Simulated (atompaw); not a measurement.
## u(r) = r·R(r): atom against pseudo-atom (Tl)

Columns: radius, all-electron u(r) and pseudo u(r) of the 6s shell (level -12.74 eV) of thallium in the configuration [Xe] 4f14 5d10 6s2 6p0.5; PBE, scalar-relativistic, PAW (atompaw) scheme, atompaw 4.2.0.5.

```tsv
r (bohr)	all-electron	pseudo
0.115	-0.1493	0.0782
0.231	0.1145	0.1561
0.346	0.2078	0.2317
0.462	-0.0399	0.3053
0.577	-0.2727	0.3750
0.692	-0.3589	0.4405
0.808	-0.3096	0.5018
0.923	-0.1774	0.5572
1.038	-0.0100	0.6068
1.154	0.1613	0.6504
1.269	0.3152	0.6870
1.385	0.4458	0.7170
1.500	0.5485	0.7398
1.615	0.6256	0.7557
1.731	0.6801	0.7648
1.846	0.7143	0.7673
1.962	0.7321	0.7634
2.077	0.7363	0.7538
2.192	0.7299	0.7389
2.308	0.7150	0.7192
2.423	0.6938	0.6955
2.538	0.6680	0.6686
2.654	0.6387	0.6388
2.769	0.6074	0.6074
2.885	0.5745	0.5745
3.000	0.5414	0.5414
```

(1) How many radial nodes do the two functions have?

(2) Is the pseudo-wave norm-conserving?

Results:

(1) The all-electron 6s function has n − l − 1 = 5 (the table is too coarse to show those close to the nucleus); the pseudo-wave has 0, since the states of the same l below it are removed with the core.

(2) No, it belongs to a PAW set: the norm inside the radius is not constrained, and the difference is carried by the augmentation charge.
